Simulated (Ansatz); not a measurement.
Basis-set series for AlBH8Si2. The species carries charge 0 and has multiplicity 1. The bonds changed during the relaxation, so this is another structure than the one it started from. The geometry is a stationary point of PBE0-D4/def2-TZVP. It is one conformer, not always the lowest.

Z-matrix (Å, degrees):
```
Al
Si 1 2.818
Si 1 2.644 2 74.8
B 1 2.277 2 41.0 3 -39.6
H 1 1.588 2 92.4 3 111.3
H 1 1.955 2 106.3 3 17.8
H 1 1.580 2 134.2 3 -104.2
H 2 1.487 1 117.2 3 155.1
H 2 1.486 1 97.8 3 -87.9
H 3 1.482 1 124.5 2 -138.1
H 3 1.484 1 117.7 2 72.5
H 4 1.196 1 104.8 2 -119.7
```

```json
{"functional": "PBE0-D4", "basis": "def2-SVP", "functions": "108", "energy (Eh)": "-850.35218", "HOMO (eV)": "-7.01", "LUMO (eV)": "-2.10"}
{"functional": "PBE0-D4", "basis": "def2-QZVPP", "functions": "507", "energy (Eh)": "-850.69634", "HOMO (eV)": "-6.98", "LUMO (eV)": "-2.16"}
{"functional": "ωB97M-V", "basis": "def2-SVP", "functions": "108", "energy (Eh)": "-850.63709", "HOMO (eV)": "-8.86", "LUMO (eV)": "-0.25"}
{"functional": "ωB97M-V", "basis": "def2-QZVPP", "functions": "507", "energy (Eh)": "-850.98453", "HOMO (eV)": "-8.87", "LUMO (eV)": "-0.41"}
```

(1) Give the rows for def2-TZVPP. (An estimate is asked.)

Answers

(1) The calculation gave: 
| functional | basis | functions | energy (Eh) | HOMO (eV) | LUMO (eV) |
| --- | --- | --- | --- | --- | --- |
| PBE0-D4 | def2-TZVPP | 269 | -850.66778 | -6.98 | -2.14 |
| ωB97M-V | def2-TZVPP | 269 | -850.95747 | -8.87 | -0.36 |

Computed with Ansatz.
